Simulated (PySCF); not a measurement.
## Atomic charges by several schemes

Compound: C₆H₁₂SSi₂.
Cartesian coordinates in Å at the GFN2-xTB level; atoms count from 1:
```xyz
21
C6H12SSi2 angstrom
C     -3.140   -2.466   -0.106
C     -2.472   -1.468   -0.045
Si    -1.438    0.066    0.028
C     -2.413    1.572   -0.593
C      0.357   -0.157   -0.610
C      0.902    0.353    0.730
S      2.285   -0.636    1.422
Si     3.794   -0.294   -0.045
C     -0.362    0.288    1.598
H     -3.723   -3.341   -0.155
H     -3.297    1.730    0.016
H     -1.817    2.479   -0.561
H     -2.741    1.420   -1.616
H      0.611   -1.203   -0.766
H      0.712    0.405   -1.471
H      1.269    1.377    0.645
H      3.902    1.148   -0.254
H      3.421   -0.946   -1.297
H      4.987   -0.869    0.547
H     -0.350   -0.594    2.235
H     -0.497    1.155    2.240
```

Density: PBE0/pcSseg-1 (PySCF); schemes: Mulliken, IAO, Hirshfeld and ESP-fitted. One conformer (not necessarily the lowest) at the GFN2-xTB geometry, without solvent, vibrations or thermal averaging.

At which atom do the 4 schemes differ most?

At C6: from -0.409 (Mulliken) to +0.307 e (ESP-fitted), 0.716 e apart.

Which atoms carry the highest charge in the Mulliken, IAO, Hirshfeld and ESP-fitted schemes?

All schemes agree: Mulliken Si3 (+1.024); IAO Si3 (+1.054); Hirshfeld Si3 (+0.424); ESP-fitted Si3 (+1.056).

Give the atomic charges in each scheme.

In e:

| atom | environment | Mulliken | IAO | Hirshfeld | ESP-fitted |
| --- | --- | --- | --- | --- | --- |
| C1 | terminal alkyne carbon | -0.202 | -0.185 | -0.083 | -0.217 |
| C2 | alkyne carbon | -0.177 | -0.327 | -0.156 | -0.392 |
| Si3 | four-coordinate silicon | +1.024 | +1.054 | +0.424 | +1.056 |
| C4 | Si-methyl carbon | -0.615 | -0.716 | -0.207 | -0.823 |
| C5 | sp3 carbon bound to silicon | -0.474 | -0.554 | -0.173 | -0.667 |
| C6 | sp3 carbon bound to sulfur | -0.409 | -0.168 | -0.025 | +0.307 |
| S7 | sulfur bonded to C and Si | -0.232 | -0.197 | -0.100 | -0.356 |
| Si8 | SiH3 silicon | +0.469 | +0.539 | +0.288 | +0.344 |
| C9 | sp3 carbon bound to silicon | -0.442 | -0.546 | -0.168 | -0.800 |
| H10 | alkyne hydrogen | +0.064 | +0.204 | +0.098 | +0.273 |
| H11 | methyl hydrogen | +0.148 | +0.164 | +0.047 | +0.203 |
| H12 | methyl hydrogen | +0.141 | +0.160 | +0.047 | +0.202 |
| H13 | methyl hydrogen | +0.149 | +0.164 | +0.048 | +0.197 |
| H14 | methylene hydrogen | +0.164 | +0.160 | +0.034 | +0.183 |
| H15 | methylene hydrogen | +0.147 | +0.144 | +0.034 | +0.153 |
| H16 | methine hydrogen | +0.161 | +0.142 | +0.036 | +0.081 |
| H17 | Si–H hydrogen | -0.080 | -0.125 | -0.076 | -0.090 |
| H18 | Si–H hydrogen | -0.072 | -0.125 | -0.076 | -0.068 |
| H19 | Si–H hydrogen | -0.070 | -0.101 | -0.067 | -0.032 |
| H20 | methylene hydrogen | +0.160 | +0.161 | +0.037 | +0.256 |
| H21 | methylene hydrogen | +0.144 | +0.150 | +0.038 | +0.191 |

Mean size of the charges over all atoms: ESP-fitted 0.328 e, IAO 0.290 e, Mulliken 0.264 e, Hirshfeld 0.108 e. Each set sums to the total charge, 0, to within 0.001 e. The Mulliken scheme counts on each atom the diagonal of the density matrix times the overlap matrix over that atom's basis functions.

How closely do the schemes follow one another over all atoms?

Correlation coefficient and root-mean-square difference: Mulliken with IAO 0.98, 0.082 e; IAO with Hirshfeld 0.97, 0.239 e; IAO with ESP-fitted 0.95, 0.141 e; Mulliken with Hirshfeld 0.94, 0.219 e; Hirshfeld with ESP-fitted 0.90, 0.300 e; Mulliken with ESP-fitted 0.88, 0.204 e.

Sum the charges by element, for elements with more than one atom.

```tsv
element	atoms	Mulliken	IAO	Hirshfeld	ESP-fitted
C	6	-2.318	-2.495	-0.813	-2.592
Si	2	+1.493	+1.593	+0.712	+1.399
H	12	+1.057	+1.099	+0.201	+1.549
```

How many electrons does the ESP-fitted scheme count on C6?

Z − q = 6 − (+0.307) = 5.693.
